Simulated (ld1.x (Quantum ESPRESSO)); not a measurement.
**Transferability test, TM potential for lanthanum**

lanthanum, norm-conserving Troullier–Martins (Kleinman–Bylander form), made with ld1.x (Quantum ESPRESSO) 7.5 (PBE, scalar-relativistic). Core [Kr] 4d10, reference 4f0 5s2 5p6 5d1 6s0 6p0 (charge +2). Waves: 5p (bound): rc 2.05 bohr; 5d (bound): rc 3.05 bohr; 4f (bound, empty): rc 1.60 bohr; 5s (bound): rc 2.00 bohr. Local part: the s channel. Core correction: Bessel-smoothed model core inside 1.65 bohr.

Energies are relative to the spin-unpolarised reference configuration 4f0 5s2 5p6 5d1 6s0 6p0; without spin polarisation the order of configurations can differ from experiment. The frozen-core shift is the all-electron ΔE with the core orbitals held at their reference shape minus the fully relaxed ΔE.

```tsv
valence configuration	charge	ΔE all-electron (eV)	error AE − PS (meV)	frozen-core shift (meV)
4f0 5s2 5p6 5d1 6s2 6p0	0	-16.854	+354	-1.9
4f0 5s2 5p6 5d1 6s1 6p0	+1	-10.889	+245	-1.2
4f0 5s2 5p6 5d0 6s0 6p0	+3	18.950	-0.9	+0.1
4f0 5s2 5p6 5d2 6s0 6p0	+1	-10.820	-0.8	+1.6
4f0 5s2 5p6 5d0 6s2 6p0	+1	-10.469	+555	-3.7
```

(1) What are ΔE and the potential's error for 4f0 5s2 5p6 5d1 6s0 6p2?

(2) What are ΔE and the potential's error for 4f0 5s2 5p6 5d1.5 6s1.5 6p0?

Results:

(1) ΔE = -12.008 eV all-electron; the error (AE − PS) is +35 meV.

(2) ΔE = -16.507 eV all-electron; the error (AE − PS) is +246 meV.

A variational frozen-core shift is positive and of second order in the change. This column holds negative values, so the frozen-core run of ld1.x carries numerical noise or an error of first order here, and the column gives no more than the rough size of the effect.
